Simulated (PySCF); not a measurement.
C₆H₈F₂.
Numbering: `[F:1][C@@H:2]1[CH2:3][C@@H:4]([F:5])[C@H:6]2[CH2:7][C@@H:8]12` (hydrogens: H9 on C2; H10, H11 on C3; H12 on C4; H13 on C6; H14, H15 on C7; H16 on C8)

Structure used (GFN2-xTB), in Å, numbered top down from 1:
```
atom  x, y, z in Å
F1    -1.2302    2.1022    0.2155
C2    -0.5497    1.1493   -0.5238
C3    -1.2948   -0.1853   -0.4528
C4    -0.6377   -0.9875    0.6820
F5    -0.5839   -2.3274    0.3451
C6     0.7451   -0.4014    0.8568
C7     1.5662   -0.2800   -0.3938
C8     0.7999    0.9015    0.1114
H9    -0.4929    1.5575   -1.5400
H10   -1.1836   -0.7372   -1.3854
H11   -2.3559   -0.0184   -0.2766
H12   -1.2107   -0.9390    1.6146
H13    1.2335   -0.5472    1.8076
H14    2.6394   -0.2609   -0.2827
H15    1.2301   -0.7842   -1.2859
H16    1.3176    1.7668    0.4967
```

Method used: PBE0/def2-SVPD in PySCF (dipole) on a GFN2-xTB geometry, gas phase.

Take the most abundant isotopes and a rigid rotor. The values belong to one conformer with, in the numbering `[F:1][C@@H:2]1[CH2:3][C@@H:4]([F:5])[C@H:6]2[CH2:7][C@@H:8]12`, F1–C2–C3–C4 -95°, C2–C3–C4–F5 -143°, C3–C4–C6–C7 -51°, C4–C6–C7–C8 97°.

Task: What are A, B and C (MHz)?

Result: Ia = 152.49, Ib = 274.92, Ic = 360.94 u·Å²; 505379 MHz·u·Å²/I gives A = 3314, B = 1838, C = 1400 MHz.

Task: Classify the top.

Result: An asymmetric top: κ = (2 × 1838 − 3314 − 1400)/(3314 − 1400) = -0.54.

Task: Is it planar, by Δ = Ic − Ia − Ib?

Result: Not planar: Δ = Ic − Ia − Ib = -66.48 u·Å². For a rigid frame Δ = −2 Σ m c², so Σ m c² = 33.24 u·Å² lies off the ab plane: 12.08 from hydrogen and 21.16 from heavier atoms. The atom farthest from that plane is 1.62 Å away.

Task: Where do the levels up to J = 4 lie, in MHz?

Result: Above 0(0,0):
J = 1: 1(0,1) 3238, 1(1,1) 4714, 1(1,0) 5152
J = 2: 2(0,2) 9632, 2(1,2) 10753, 2(1,1) 12067, 2(2,1) 16495, 2(2,0) 16579
J = 3: 3(0,3) 19030, 3(1,3) 19763, 3(1,2) 22381, 3(2,2) 26211, 3(2,1) 26611, 3(3,1) 34733, 3(3,0) 34744
J = 4: 4(0,4) 31282, 4(1,4) 31700, 4(1,3) 36010, 4(2,3) 39099, 4(2,2) 40200, 4(3,2) 47829, 4(3,1) 47899, 4(4,1) 59569, 4(4,0) 59570

Task: Which types of transition are allowed, and where do some lines up to J = 2 fall?

Result: The dipole components are |μa| = 0.33 D, |μb| = 1.20 D, |μc| = 0.45 D. The squared components, which scale the intensities, stand as 0.08 : 1.00 : 0.14 (a : b : c). Some lines, for components of 0.1 D or more:

```
type  branch         J(Ka,Kc)    MHz  lower level (cm⁻¹)
   a       Q  1(1,0) ← 1(1,1)    438               0.157
   c       Q  2(1,2) ← 2(0,2)   1122               0.321
   a       Q  2(1,1) ← 2(1,2)   1314               0.359
   c       Q  1(1,1) ← 1(0,1)   1476               0.108
   b       Q  1(1,0) ← 1(0,1)   1914               0.108
   b       Q  2(1,1) ← 2(0,2)   2436               0.321
   a       R  1(0,1) ← 0(0,0)   3238               0.000
   c       Q  2(2,1) ← 2(1,1)   4428               0.403
   b       Q  2(2,0) ← 2(1,1)   4512               0.403
   b       R  1(1,1) ← 0(0,0)   4714               0.000
   b       R  2(0,2) ← 1(1,1)   4917               0.157
   c       R  1(1,0) ← 0(0,0)   5152               0.000
   b       Q  2(2,1) ← 2(1,2)   5742               0.359
   a       R  2(1,2) ← 1(1,1)   6039               0.157
   a       R  2(0,2) ← 1(0,1)   6393               0.108
   a       R  2(1,1) ← 1(1,0)   6915               0.172
   b       R  2(1,2) ← 1(0,1)   7515               0.108
   c       R  2(1,1) ← 1(0,1)   8829               0.108
   b       R  2(2,1) ← 1(1,0)  11343               0.172
   c       R  2(2,0) ← 1(1,0)  11427               0.172
   c       R  2(2,1) ← 1(1,1)  11781               0.157
   b       R  2(2,0) ← 1(1,1)  11865               0.157
```

Task: Estimate the classical rotational partition function at 25 K, 298.15 K and 500 K.

Result: Point group C1, symmetry number σ = 1; q = (√π/σ)·√((kT/h)³/(ABC)), k/h = 20836.6 MHz/K: 7220 at 25 K, 297000 at 298.15 K, 645000 at 500 K.

No GFN2-xTB frequencies stand behind this structure, so it isn't proved a minimum. Zero-point vibration and centrifugal distortion are left out.
